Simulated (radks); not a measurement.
Values are calculated unless marked as measured or tabulated.
Numerical settings for neutral rubidium, [Kr] 5s1. Code: a radial shooting solver on a logarithmic mesh with Libxc functionals. Model: Dirac Kohn-Sham, LDA (Slater exchange, Perdew-Wang correlation), spin-unpolarised, spherical densities, finite nucleus; Fermi nuclear charge, rms radius 4.2036 fm. The defaults (mesh step 0.008 in ln r, mesh end at 40 bohr or more with all orbitals vanishing there, Anderson mixing 0.5 over 9 steps, residual threshold near 1e-9 with the energy settled to 1e-9 hartree or 1e-11 of itself, here a cap of 64 iterations) give E = -2977.8744 hartree and 5s1/2 at -2.363 eV in 14 iterations. Run on one thread of a shared host, so times are rough (Arm Neoverse V2): 0.09 s of CPU time, 0.09 s wall, 14 iterations on 2437 mesh points. Changes against that run (0 stands for a change within the tolerance of the run):

\begin{tabular}{lrrrrr}
setting & iterations & converged & E (mhartree) & e(5s1/2) (meV) & CPU (s) \\ \hline
mesh step in ln r 0.02 & 14 & yes & 0 & 0 & 0.04 \\
mesh step in ln r 0.012 & 14 & yes & 0 & 0 & 0.06 \\
mesh step in ln r 0.005 & 14 & yes & 0 & 0 & 0.14 \\
mesh end (bohr) 3 & 13 & level above zero & +2.51e+03 & +5.14e+04 & 0.07 \\
mesh end (bohr) 1 & 13 & level above zero & +2.04e+05 & +1.48e+06 & 0.06 \\
residual threshold 0.01 & 9 & yes & 0 & +0.194 & 0.07 \\
residual threshold 1e-16 & 64 & no & 0 & 0 & 0.22 \\
mixing 0.05 & 20 & yes & 0 & 0 & 0.13 \\
linear mixing, mixing 0.2 & 64 & no & 0 & 0 & 0.31 \\
linear mixing, mixing 0.8 & 47 & yes & 0 & 0 & 0.25 \\
mixing history 20 & 18 & yes & 0 & 0 & 0.11 \\
iteration cap 5 & 5 & no & +0.0744 & +26.8 & 0.04 \\
\end{tabular}

Settled on a wrong energy, with an occupied level pushed above zero by the early mesh end: mesh end (bohr) 3 (+2.51 hartree); mesh end (bohr) 1 (+204 hartree). Apart from these: no run marked as converged misses the energy by more than 1 mhartree. A mesh that ends early acts as a hard wall.
